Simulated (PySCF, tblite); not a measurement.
Isomers of C7H6O2. Level: GFN2-xTB in tblite, geometry and Hessian alike; calculated harmonic values, unscaled, isolated species. Errors from tens to a few hundred cm⁻¹ against measured bands are possible. One conformer each.

Electronic energies: PBE0/pcSseg-1 single points on the GFN2-xTB geometries (PySCF, gas phase).

```json
{"SMILES": "C=C=C=C(C=C)C(=O)O", "electronic energy, lowest = 0 (kcal/mol)": "9.6"}
{"SMILES": "C#CC1=CC[C@H]1OC=O", "electronic energy, lowest = 0 (kcal/mol)": "24.4"}
{"SMILES": "CC#CC1=COC=CO1", "electronic energy, lowest = 0 (kcal/mol)": "33.9"}
{"SMILES": "C#Cc1c(OCC)c1=O", "electronic energy, lowest = 0 (kcal/mol)": "48.1"}
{"SMILES": "CC#Cc1ccc(O)o1", "electronic energy, lowest = 0 (kcal/mol)": "0.0"}
{"SMILES": "CC=C=C=C1COC1=O", "electronic energy, lowest = 0 (kcal/mol)": "14.9"}
{"SMILES": "C#C[C@]1(C)C=C1OC=O", "electronic energy, lowest = 0 (kcal/mol)": "54.8"}
```

**Question.** How do GFN2-xTB zero-point energies change the relative energies?

**Answer.** 
| SMILES | ZPE (kcal/mol) | of it from modes above 1550 cm⁻¹ | electronic (kcal/mol) | with ZPE, lowest = 0 (kcal/mol) | lowest mode (cm⁻¹) | rings |
| --- | --- | --- | --- | --- | --- | --- |
| CC#Cc1ccc(O)o1 | 68.0 | 32.7 | 0.0 | 0.0 | 27 | 1 |
| C=C=C=C(C=C)C(=O)O | 65.9 | 37.4 | 9.6 | 7.6 | 17 | 0 |
| CC=C=C=C1COC1=O | 67.4 | 34.0 | 14.9 | 14.3 | 62 | 1 |
| C#CC1=CC[C@H]1OC=O | 67.3 | 34.3 | 24.4 | 23.7 | 17 | 1 |
| CC#CC1=COC=CO1 | 67.3 | 34.6 | 33.9 | 33.1 | 3 | 1 |
| C#Cc1c(OCC)c1=O | 66.9 | 35.0 | 48.1 | 47.0 | 51 | 1 |
| C#C[C@]1(C)C=C1OC=O | 66.0 | 35.0 | 54.8 | 52.8 | 37 | 1 |

The zero-point energies span 2.1 kcal/mol, from `C=C=C=C(C=C)C(=O)O` to `CC#Cc1ccc(O)o1`. The order is unchanged.

**Question.** And how do the electronic energies of GFN2-xTB itself compare?

**Answer.** `CC#Cc1ccc(O)o1` 0.0; `C=C=C=C(C=C)C(=O)O` 37.2; `CC=C=C=C1COC1=O` 30.6; `C#CC1=CC[C@H]1OC=O` 36.5; `CC#CC1=COC=CO1` 27.4; `C#Cc1c(OCC)c1=O` 54.4; `C#C[C@]1(C)C=C1OC=O` 62.8 kcal/mol, lowest = 0. Against the energies above, taken from the same isomer `CC#Cc1ccc(O)o1`, the largest difference is 27.6 kcal/mol.

**Question.** What do entropy and thermal enthalpy add at 298.15 K and 1 bar (rigid rotor, harmonic oscillator, one conformer each)?

**Answer.** 
```csv
SMILES,point group,symmetry number,S (cal/(mol K)),H − H(0) (kcal/mol),ZPE + H − H(0) − TS (kcal/mol)
CC#Cc1ccc(O)o1,C1,1,95.0,6.28,46.0
CC=C=C=C1COC1=O,Cs,1,95.3,6.39,45.4
C#Cc1c(OCC)c1=O,C1,1,97.4,6.71,44.6
C#C[C@]1(C)C=C1OC=O,C1,1,97.4,6.75,43.7
```

Not tabulated: `C=C=C=C(C=C)C(=O)O` (lowest mode only 17 cm⁻¹); `C#CC1=CC[C@H]1OC=O` (lowest mode only 17 cm⁻¹); `CC#CC1=COC=CO1` (lowest mode only 3 cm⁻¹).
